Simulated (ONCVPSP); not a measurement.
**niobium: one change to an ONCV potential, before and after**

Nb (Z = 41), optimised norm-conserving Vanderbilt (ONCV), made with ONCVPSP 4.0.1 (PBEsol, scalar-relativistic). Core [Ar] 3d10, reference 4s2 4p6 4d4.5 5s0.5. Waves: 4s+5s: rc 1.90 bohr, ncon 4, nbas 8, qcut 8.4 1/bohr, 2 projectors; 4p: rc 1.75 bohr, ncon 5, nbas 8, qcut 6.4 1/bohr, 3 projectors, debl 3.3 Ha; 4d: rc 2.85 bohr, ncon 3, nbas 7, qcut 5 1/bohr, 2 projectors, debl 1.5 Ha. Local part: polynomial inside 1.45 bohr (lpopt 1, dvloc0 2 Ha). Core correction: Teter function, fcfact 2.5, rcfact 1.7.

Change: core correction Teter function, fcfact 2.5, rcfact 1.32.

Cutoffs: the cutoffs (Ha) at which the residual kinetic energy of the hardest occupied pseudo-wave falls to 1 and 0.1 mHa per electron; they do not see the model core or the augmentation charge, which bear on the density cutoff. Errors are all-electron minus pseudo energies relative to the spin-unpolarised reference configuration.

Predict the effect on cutoff, ghosts and configuration errors.

The potential gets neither clearly harder nor softer (19 Ha and 50 Ha → 19 Ha and 50 Ha); the errors of the 4 common tests hardly move; neither file shows a bound ghost. A model core, the more so a compact one, raises the density cutoff, which this test does not measure.

| quantity | base | changed |
| --- | --- | --- |
| cutoff, loose | 19 Ha | 19 Ha |
| cutoff, tight | 50 Ha | 50 Ha |
| bound ghosts | none | none |
| GHOST(+) flags under 300 eV | none | none |
| error for 4s2 4p6 4d4 5s1, meV [ΔE -0.57 eV] | +5.2 | +5.3 |
| error for 4s2 4p6 4d4 5s0, meV [ΔE 6.09 eV] | -0.1 | -0.1 |
| error for 4s2 4p6 4d3 5s0, meV [ΔE 20.12 eV] | +34 | +34 |
| error for 4s1 4p6 4d4 5s1, meV [ΔE 63.42 eV] | -268 | -257 |
| s: phases at 1.93 bohr within 0.05 rad from the reference energy up to (Ha; the scan ends near 5) | to the end of the scan | to the end of the scan |
| p: phases at 1.77 bohr within 0.05 rad from the reference energy up to (Ha; the scan ends near 5) | to the end of the scan | to the end of the scan |
| d: phases at 2.89 bohr within 0.05 rad from the reference energy up to (Ha; the scan ends near 5) | 3.4 | 3.4 |
| rms error of d²Exc/dni dnj with the model core, mHa | 1.75 | 0.81 |
